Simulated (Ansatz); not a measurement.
Gas-phase electronic energies from Ansatz, PBE0-D4/def2-TZVP geometries. CBS: MP2 limit from def2 TZ/QZ plus the TZ coupled-cluster correction, frozen cores. This one scheme is used for every species, atoms too. For atomizations the MP2-based limit and the directly extrapolated one differ by several kJ/mol either way, and by 10 to 25 for some Ge, Se and Sn compounds, so smaller differences from it don't rank the levels. DFT in def2-TZVPP. Open shells (•) are unrestricted, without spin–orbit coupling. Spin–orbit coupling would lower the free atoms: a little for Al, B, C, O, Si. Each species was taken in one conformer, which may not be the lowest.

Reaction (atomization): `CB(O)[SiH2][AlH2]` → Al• + B• + C• + 8 H• + O• + Si•

CCSD(T)/CBS gives +1050.9 kcal/mol.

(1) Another level gave +1052.1 kcal/mol. Which?
A. CCSD/def2-TZVPP
B. r2SCANh/def2-TZVPP
C. LC-ωPBE/def2-TZVPP
D. r2SCANh-D4/def2-TZVPP

Largest T1 diagnostic among the species: 0.018.

Answers

(1) D. r2SCANh-D4 1052.1, LC-ωPBE 1047.2, CCSD/def2-TZVPP 1014.2, r2SCANh 1050.4 kcal/mol.

From r2SCAN to r2SCAN0 (25 % exact exchange), in def2-TZVPP and without D4, ΔE moves by −12.5 kcal/mol: exact exchange takes away binding that semilocal exchange gives to molecules. Leaving LDA and LC-ωPBE aside and taking each functional with its dispersion term where it has one, the values, not all of them listed here, spread over 33.1 kcal/mol, from BHLYP-D4 to B97M-V. LDA lies +127.9 kcal/mol from PBE without D4, its usual overbinding.
